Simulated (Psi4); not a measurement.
C3H10GaN (SMILES [CH3][GaH][N](C)C), singlet, at a GFN2-xTB geometry (such geometries of metal compounds can be far from the true shape); HF/def2-TZVPPD in Psi4.

Input for Psi4:
```
memory 2 GB

molecule mol {
0 1
  Ga    0.325398   -0.534966    0.496442
  H    -0.278103   -0.997257    1.868385
  C     2.047893   -1.146240   -0.374550
  H     2.534301   -1.924643    0.218231
  H     2.746131   -0.311309   -0.479484
  H     1.853403   -1.547444   -1.373023
  N    -0.785897    0.708036   -0.278106
  C    -0.531459    1.347012   -1.552550
  C    -2.021473    1.147751    0.339411
  H    -1.330956    1.134269   -2.274691
  H    -0.454705    2.437283   -1.446273
  H     0.412111    0.970270   -1.957455
  H    -2.009229    2.228439    0.532030
  H    -2.887614    0.924735   -0.297138
  H    -2.141177    0.622216    1.292598
}

set basis def2-tzvppd
set reference rhf

energy('scf')
print_variables()
```

Predict the main parts of the log of this Psi4 run.


```
   => Loading Basis Set <=

    Name: DEF2-TZVPPD
    Role: ORBITAL
    Keyword: BASIS

         ---------------------------------------------------------
                                   SCF
               by Justin Turney, Rob Parrish, Andy Simmonett
                          and Daniel G. A. Smith
                              RHF Reference
         ---------------------------------------------------------

  ==> Geometry <==

    Molecular point group: c1
    Full point group: C1

    Geometry (in Angstrom), charge = 0, multiplicity = 1:

       Center              X                  Y                   Z               Mass
    ------------   -----------------  -----------------  -----------------  -----------------
         GA           0.295982600542    -0.479064732079     0.439673923711    68.925573500000
         H           -0.307518399458    -0.941355732079     1.811616923711     1.007825032230
         C            2.018477600542    -1.090338732079    -0.431318076289    12.000000000000
         H            2.504885600542    -1.868741732079     0.161462923711     1.007825032230
         H            2.716715600542    -0.255407732079    -0.536252076289     1.007825032230
         H            1.823987600542    -1.491542732079    -1.429791076289     1.007825032230
         N           -0.815312399458     0.763937267921    -0.334874076289    14.003074004430
         C           -0.560874399458     1.402913267921    -1.609318076289    12.000000000000
         C           -2.050888399458     1.203652267921     0.282642923711    12.000000000000
         H           -1.360371399458     1.190170267921    -2.331459076289     1.007825032230
         H           -0.484120399458     2.493184267921    -1.503041076289     1.007825032230
         H            0.382695600542     1.026171267921    -2.014223076289     1.007825032230
         H           -2.038644399458     2.284340267921     0.475261923711     1.007825032230
         H           -2.917029399458     0.980636267921    -0.353906076289     1.007825032230
         H           -2.170592399458     0.678117267921     1.235829923711     1.007825032230

  Running in c1 symmetry.

  Rotational constants: A =      0.19701  B =      0.06890  C =      0.05256 [cm^-1]
  Rotational constants: A =   5906.20525  B =   2065.67508  C =   1575.78731 [MHz]
  Nuclear repulsion =  357.986117694879397

  Charge       = 0
  Multiplicity = 1
  Electrons    = 66
  Nalpha       = 33
  Nbeta        = 33

[...]
   @DF-RHF iter   2: -2093.25360620500305    2.07807e+00   1.34951e-02 ADIIS/DIIS
   @DF-RHF iter   3: -2097.16646480020881   -3.91286e+00   4.33912e-04 ADIIS/DIIS
   @DF-RHF iter   4: -2097.18432770097934   -1.78629e-02   1.55319e-04 ADIIS/DIIS
   @DF-RHF iter   5: -2097.18632355861610   -1.99586e-03   6.73311e-05 DIIS
   @DF-RHF iter   6: -2097.18671874118854   -3.95183e-04   1.73020e-05 DIIS
   @DF-RHF iter   7: -2097.18676631327207   -4.75721e-05   6.94167e-06 DIIS
   @DF-RHF iter   8: -2097.18677407631185   -7.76304e-06   2.46987e-06 DIIS
   @DF-RHF iter   9: -2097.18677596032967   -1.88402e-06   6.07424e-07 DIIS
   @DF-RHF iter  10: -2097.18677603922015   -7.88905e-08   1.60920e-07 DIIS
  Energy and wave function converged.

  ==> Post-Iterations <==

    Orbital Energies [Eh]
    ---------------------

    Doubly Occupied:

[...]
    Virtual:

[...]
    Final Occupation by Irrep:
              A
    DOCC [    33 ]
    NA   [    33 ]
    NB   [    33 ]

  @DF-RHF Final Energy: -2097.18677603922015

   => Energetics <=

    Nuclear Repulsion Energy =            357.9861176948793968
    One-Electron Energy =               -3632.9671857294306392
    Two-Electron Energy =                1177.7942919953311502
    Total Energy =                      -2097.1867760392201490

Computation Completed

Properties will be evaluated at   0.000000,   0.000000,   0.000000 [a0]

Properties computed using the SCF density matrix

 Multipole Moments:

 ------------------------------------------------------------------------------------
     Multipole            Electronic (a.u.)      Nuclear  (a.u.)        Total (a.u.)
 ------------------------------------------------------------------------------------

 L = 1.  Multiply by 2.5417464519 to convert [e a0] to [Debye]
 Dipole X            :          3.8366658           -3.6687698            0.1678960
 Dipole Y            :         -6.9664969            6.9721194            0.0056225
 Dipole Z            :          6.8915287           -7.0802124           -0.1886837
 Magnitude           :                                                    0.2526306

 ------------------------------------------------------------------------------------

  Variable Map:
  ----------------------------------------------------------------------------
[...]
  Array Variable Map:
  ----------------------------------------------------------------------------
[...]
[...]
```
